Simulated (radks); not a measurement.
Spherical jellium clusters: N electrons in a uniform positive sphere of charge N and radius rs N^(1/3), rs = 4.76 bohr. Calculated with a radial shooting solver with Libxc functionals: non-relativistic Kohn-Sham, LDA (Slater exchange, Perdew-Wang correlation), spin-polarised, spherical densities. Levels are named by radial order and angular momentum (1s, 1p, 1d, 2s, ...), and open shells are averaged over m.

N = 20, configuration 1s2 1p6 1d10 2s2. This is the lowest configuration that the search found. Occupied and some empty levels:

level  occupation  eigenvalue (eV)  <r> (bohr)
1s              2          -4.0675       8.444
1p              6          -3.5769       9.610
1d             10          -2.9037       10.48
2s              2          -2.3846       8.352
1f              0          -2.0903       11.27
2p              0          -1.4813       10.38
1g              0          -1.1738       12.11

Energy (eV): total -37.3974, kinetic 24.727, external -1002.9, Hartree 498.24, exchange-correlation -62.899, background 505.45. Static polarisability (adiabatic kernel): 2785 bohr^3, against R^3 = 2157 for a classical metal sphere.
